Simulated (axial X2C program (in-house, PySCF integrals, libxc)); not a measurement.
# Which molecule has these constants?

Computed with an axial X2C code built on PySCF integrals, spin-free (one-electron X2C) or two-component (2c: spin–orbit coupling with atomic mean-field Coulomb and Gaunt terms, which also bring small scalar terms), in Dyall basis sets with cores contracted in-house; open shells are unrestricted.

A two-component PBE0 calculation in a Dyall 3-zeta basis gave Re = 2.755 Å, ωe = 253.1 cm⁻¹, De = 1.71 eV, Ω = 2.

Task: Which molecule is it?
A. CaP⁻
B. SrP⁻
C. BeP⁻

Result: B. The others have BeP⁻ 1.957 Å and 733.8 cm⁻¹ (Ω = 2); CaP⁻ 2.613 Å and 314.0 cm⁻¹ (Ω = 2).

Each entry is the lowest single determinant of a limited PBE0 search at one distance. De goes to single-determinant-based atoms at the same level (for ions the charge split of lowest energy) and is withheld (n/a) where an atom does not fit its ground term or J level. Main or longest-lived isotopes. One determinant is a doubtful description, or other states lie close, for SrP⁻, BeP⁻, CaP⁻; these need not be ground states, and all values refer to the states named. Some open-shell Ω = 0 determinants are out of reach, so the Ω given for SrP⁻, BeP⁻, CaP⁻ need not be the lowest component. With several unpaired electrons the Ω given is that of one determinant, not necessarily of the lowest component. Some light 2c atoms are not at their ground J level, so De misses part of their lowering (0.04 eV or less). The functionals have no current term, which raises determinants with orbital currents.
